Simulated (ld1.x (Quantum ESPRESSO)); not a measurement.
Which change was made? (Mn, TM)

ld1.x (Quantum ESPRESSO) 7.5 input, shortened:

```
&input
   title='Mn', zed=25., rel=1, dft='PBESOL', iswitch=3,
   config='[Ar] 3d5 4s0 4p0'
 /
 &inputp
   pseudotype=2, tm=.true., lloc=2,
   nlcc=.true., new_core_ps=.true., rcore=0.70
 /
3
4S  1  0   0.00   0.00  2.30  2.30  0.0
4P  2  1   0.00   0.00  0.95  0.95  0.0
3D  3  2   5.00   0.00  1.35  1.35  0.0
 &test
   configts(1)='3d5 4s0 4p0'
 /
```

Cutoffs, loose and tight: the cutoffs (Ry, on a coarse ladder) from which the occupation-weighted sum of valence levels, in a spherical-Bessel basis at the reference potential, stays within 10 and 1 mRy of its value at 400 Ry. They do not see the model core or the augmentation charge, which bear on the density cutoff. Test errors are all-electron minus pseudo excitation energies from the reference, over the configurations 3d5 4s2 4p0; 3d5 4s1 4p0; 3d4 4s0 4p0; 3d5 4s1 4p1; 3d6 4s0 4p0; 3d4 4s2 4p1; 3d5 4s1.5 4p0; variants that change the core or the reference have their own tests. The largest error is taken over the tests solved by every variant that gives reliable tests at all, those not shown here included: 3d4 4s0 4p0; 3d5 4s1 4p0; 3d5 4s1.5 4p0; 3d5 4s2 4p0; 3d6 4s0 4p0.

The base gives: outcome: generated; cutoff, loose: 120 Ry; cutoff, tight: 140 Ry; bound ghosts: s, p; largest test error (meV): -350.

(1) After one change the result is: outcome: generated; cutoff, loose: 90 Ry; cutoff, tight: 140 Ry; bound ghosts: s, p; largest test error (meV): -339. Which change was it?
A. all radii but the core radius scaled by about 1.39 (s 3.20, p 1.32, d 1.88 bohr)
B. all radii but the core radius scaled by about 1.23 (s 2.82, p 1.16, d 1.66 bohr)
C. all radii but the core radius scaled by about 1.10 (s 2.54, p 1.04, d 1.50 bohr)
D. all radii but the core radius scaled by about 0.78 (s 1.80, p 0.74, d 1.06 bohr)

Results:

(1) B. The others give: all radii but the core radius scaled by about 1.10 (s 2.54, p 1.04, d 1.50 bohr) → outcome: generated; cutoff, loose: 100 Ry; cutoff, tight: 120 Ry; bound ghosts: p, s; largest test error (meV): -348 | all radii but the core radius scaled by about 0.78 (s 1.80, p 0.74, d 1.06 bohr) → outcome: generated; cutoff, loose: 180 Ry; cutoff, tight: 200 Ry; bound ghosts: s, p; largest test error (meV): -347 | all radii but the core radius scaled by about 1.39 (s 3.20, p 1.32, d 1.88 bohr) → outcome: generated; cutoff, loose: 70 Ry; cutoff, tight: 110 Ry; bound ghosts: p, s; largest test error (meV): -308.
